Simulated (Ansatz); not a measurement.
Reaction (formal exchange of groups at the Si–C bond): `[SiH3]C1C=N1` + `C/C=C\F` → `C/C([SiH3])=C\F` + `C1=NC1`

Isolated molecules relaxed with PBE0-D4/def2-TZVP in Ansatz; ΔE leaves out vibrations. CBS: MP2 limit from def2 TZ/QZ plus the TZ coupled-cluster correction, frozen cores. Double bonds are as drawn, so ΔE can hold a change between cis and trans. DFT in def2-TZVPP. B3LYP here is the variant with VWN-RPA as its local correlation; programs differ in this.

```csv
level,ΔE (kJ/mol)
PBE-D4,-14.2
PBE0-D4,-15.5
B3LYP-D4,-13.4
PBE,-12.4
CCSD/def2-TZVPP,-14.2
CCSD(T)/def2-TZVPP,-14.5
HF/def2-QZVPP,-12.8
CCSD/CBS(def2),-13.3
```

Task: What does CCSD(T)/CBS give? (Estimate.)

Result: The calculation gave: -13.6 kJ/mol. The listed levels differ from it by -0.6, -1.9, 0.2, 1.2, -0.6, -0.9, 0.8, 0.3 kJ/mol.

Largest T1 diagnostic among the species: 0.012.
